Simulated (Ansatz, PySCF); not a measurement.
Dissociation curve of BeH (cation, charge +1), singlet.

Computed with: RKS-PBE = restricted PBE/cc-pVTZ (Ansatz, a first-principles code); UKS-B3LYP/6-311+G** = unrestricted B3LYP/6-311+G**, spherical d run with PySCF 2.14.0; RKS-CAM-B3LYP = restricted CAM-B3LYP/cc-pVTZ run with PySCF 2.14.0.

Total energies in hartree (comparable only within one method and basis):

```tsv
R / Å	RKS-PBE	UKS-B3LYP/6-311+G**	RKS-CAM-B3LYP
1.07	-14.87833	-14.92652	-14.90214
1.13	-14.89151	-14.93928	-14.91489
1.21	-14.90191	-14.94907	-14.92465
1.24	-14.90415	-14.95108	-14.92664
1.29	-14.90629	-14.95281	-14.92832
1.33	-14.90678	-14.95298	-14.92844
1.38	-14.90616	-14.95196	-14.92732
1.41	-14.90524	-14.95079	-14.92609
1.43	-14.90443	-14.94981	-14.92507
1.54	-14.89778	-14.94224	-14.91718
1.65	-14.88862	-14.93218	-14.90667
1.79	-14.87523	-14.91763	-14.89141
1.99	-14.85540	-14.89636	-14.86869
2.19	-14.83681	-14.87937	-14.84704
2.38	-14.82121	-14.86782	-14.82846
2.66	-14.80237	-14.85679	-14.80519
2.88	-14.79090	-14.85135	-14.79028
3.24	-14.77756	-14.84593	-14.77154
3.62	-14.76918	-14.84286	-14.75792
3.98	-14.76493	-14.84134	-14.74932
4.68	-14.76235	-14.84031	-14.74007
5.23	-14.76272	-14.84037	-14.73665
```

The restricted form behind RKS-PBE, RKS-CAM-B3LYP keeps the bonding electrons paired and can't separate into open-shell fragments. The unrestricted determinant behind UKS-B3LYP/6-311+G** is spin-contaminated at 1.99 to 5.23 Å (<S²> up to 0.9, against 0.00 for a pure singlet). At the longest distance RKS-CAM-B3LYP leaves fractional charges on the fragments, a sign of delocalisation error or of the restricted form.
